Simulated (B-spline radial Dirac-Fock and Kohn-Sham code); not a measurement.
ΔSCF core binding energies without Breit or QED terms, calculated with a B-spline atomic structure program.

A sound run for the As⁷⁺ ion, 1s2 2s2 2p6 3s2 3p6 3d8: The ground state converged in 10 iterations, with total energy -2243.57812 Ha, virial ratio 1.97735 and highest orbital energy -185.23 eV. ΔSCF binding energies: K (1s) 12045.9 eV, L3 (2p3/2) 1479.9 eV. Holes are computed only in closed shells, and unreliable hole states are left out.

A second run, with one unsound setting: The ground state converged in 10 iterations, with total energy -3460.38301 Ha, virial ratio 1.22575 and highest orbital energy -158.83 eV. ΔSCF binding energies: K (1s) 17489.6 eV, L3 (2p3/2) 1329.3 eV. Holes are computed only in closed shells, and unreliable hole states are left out.

```
iter   energy (Ha)        error
   1    -3429.55045001  8.07e+00
   2    -3459.75699801  9.37e-01
   3    -3460.26487058  4.15e-01
   4    -3460.36075272  1.85e-01
   5    -3460.38259325  2.40e-02
   6    -3460.38300928  5.93e-04
   7    -3460.38301053  3.12e-04
   8    -3460.38301111  1.62e-05
   9    -3460.38301111  1.06e-06
  10    -3460.38301111  5.37e-08
```

Q: Which fault fits the second run best?
A. nuclear radius in wrong units
B. damping too heavy
C. too few quadrature points
D. speed of light below Z

A: D. The input had c_factor = 0.1883: c_factor makes c so small that Zα exceeds 1, so any numbers that come out have no meaning.
